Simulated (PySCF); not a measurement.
NbSF₂Cl, SMILES [F][Nb]([F])(=[S])[Cl], multiplicity 1. The structure is a stationary point at B3LYP-D3(BJ)/def2-SVP. The multiplicity is an assumed one; other spin states were not compared. The def2 effective core potentials stand for the cores of Nb; spin–orbit coupling is left out.

The numbers are results of B3LYP-D3(BJ)/def2-SVP in PySCF, not measurements.

Harmonic wavenumbers (cm⁻¹): 133, 142, 165, 195, 198, 424, 584, 709, 730. Rotational constants (GHz): 2.203, 1.619, 1.395; symmetry number 1.

Work out the zero-point energy and the ideal-gas rigid-rotor harmonic-oscillator thermochemistry at 298.15 K and 1 atm.

ZPE = ½ Σ hcν = ½ × 3280 cm⁻¹ = 19.62 kJ/mol. H − E(el) = 39.37 kJ/mol. Entropy in J/(mol K): translation 174.73, rotation 119.49, vibration 60.33, total 354.55. G − E(el) = -66.34 kJ/mol. Cp = 89.64 J/(mol K). Modes under 150 cm⁻¹ make the vibrational entropy uncertain.
